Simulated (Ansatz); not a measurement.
Name a neutral molecule of Cl, Y with HOMO–LUMO gap (B3LYP/def2-TZVPP) between 2.30 and 2.60 eV and size of the dipole moment (ωB97M-V/def2-TZVPP) between 2.50 and 2.80 D (Ansatz, PBE0-D4/def2-TZVP geometry).

`[Cl][Y]` (2.40 eV, 2.70 D). Other molecules can fit too; these were computed, each in one conformer that needn't be the lowest.

B3LYP here is the variant with VWN-RPA as its local correlation; programs differ in this.
